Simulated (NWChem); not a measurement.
Molecule: GeH₂O₂ClF; SMILES [OH][Ge]([Cl])([OH])[F]

```xyz
7

O      0.0773    -1.0222     1.5567
Ge    -0.0157    -0.2534    -0.0098
O     -1.4641    -0.7911    -0.8078
F      1.3908    -0.7167    -0.8967
Cl    -0.0094     1.8647     0.0573
H      0.9418    -0.9392     1.9766
H     -1.7014    -1.6926    -0.5573
```
Atoms are numbered in this order, from 1.

Program: NWChem. The geometry was optimised at PBE0/def2-SVP. Total energies compare along this basis series because the functional is fixed.

```json
[
 {"level": "Hartree-Fock/cc-pVDZ", "basis functions": "97", "energy (Ha)": "-2785.3155", "highest occupied level (eV)": "-13.24", "orbital gap (eV)": "___", "dipole (D)": "___"},
 {"level": "Hartree-Fock/aug-cc-pVDZ", "basis functions": "150", "energy (Ha)": "-2785.3568", "highest occupied level (eV)": "-13.32", "orbital gap (eV)": "14.08", "dipole (D)": "2.00"},
 {"level": "Hartree-Fock/cc-pVTZ", "basis functions": "195", "energy (Ha)": "-2785.5109", "highest occupied level (eV)": "-13.28", "orbital gap (eV)": "16.00", "dipole (D)": "2.02"}
]
```

Problem. Complete the blanks.

Solution. 
- Hartree-Fock/cc-pVDZ, orbital gap (eV): 16.39
- Hartree-Fock/cc-pVDZ, dipole (D): 2.21
